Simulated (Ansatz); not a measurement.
Cost and result up the ladder for SnH2MeBr (CH5BrSn) (8 atoms). Charge 0, multiplicity 1. Geometry: PBE-D4/def2-SVP.

Cartesian coordinates in Å:
```
Sn 0.6423 -0.1679 0.7044
H 1.5952 -1.6014 0.5443
H 0.0758 0.0418 2.3241
C -0.9318 -0.0289 -0.7692
H -1.6250 -0.8849 -0.6547
H -0.4840 -0.0450 -1.7803
H -1.4833 0.9188 -0.6248
Br 2.2109 1.7675 0.2563
```

Ansatz on 4 threads of Arm Neoverse V1 on a shared host. Times are rough, and most runs start from the orbitals of an earlier one. PBE0-D4/def2-TZVP serves as the yardstick here, not as an exact answer. Differences are given only for rows in sets of like size (and for xTB, whose basis is part of the method), since another set adds its own error. Binding counts from free atoms at the same level (Sn triplet, H doublet, C triplet, Br doublet; other spins of the atoms weren't run), without zero-point energy or a counterpoise term.

In the def2 sets Sn takes a core potential; there is no spin–orbit coupling. HSE06 is defined as in plane-wave codes, on full-range PBE exchange. Correlated methods freeze 14 core orbitals; core or outer-core shells of Sn, Br are correlated, in sets that lack core-valence functions.

Correlated methods converge slowly with the basis.

```tsv
level	functions	binding energy per atom (eV)	difference from PBE0-D4/def2-TZVP (eV)
BHLYP-D4/def2-TZVP	159	3.01	-0.05
CCSD(T)/def2-TZVPP	199	3.02	-0.03
PBE-D4/def2-TZVP	159	3.08	0.02
HSE06-D4/def2-TZVP	159	3.06	0.00
PBE0-D4/def2-SVP	97	3.05	–
r2SCAN-D4/def2-TZVP (with forces)	159	3.07	0.02
HF/def2-TZVP	159	2.28	-0.77
PBE-D4/def2-SVP	97	3.07	–
MP2/def2-TZVP	159	2.94	-0.11
r2SCANh-D4/def2-TZVP	159	3.06	0.01
BLYP-D4/def2-TZVP	159	3.03	-0.03
PBE0-D4/def2-TZVP	159	3.06	0.00
```

Problem. Estimate how long each takes.

Solution. PBE-D4/def2-SVP 1.7 s; PBE0-D4/def2-SVP 1.8 s; BLYP-D4/def2-TZVP 1.9 s; PBE-D4/def2-TZVP 1.9 s; HF/def2-TZVP 2.5 s; PBE0-D4/def2-TZVP 3.1 s; MP2/def2-TZVP 3.2 s; BHLYP-D4/def2-TZVP 3.3 s; r2SCAN-D4/def2-TZVP (with forces) 4 s; HSE06-D4/def2-TZVP 4.9 s; r2SCANh-D4/def2-TZVP 5.5 s; CCSD(T)/def2-TZVPP 2 min. On shared hardware such times vary by a factor of up to 3.
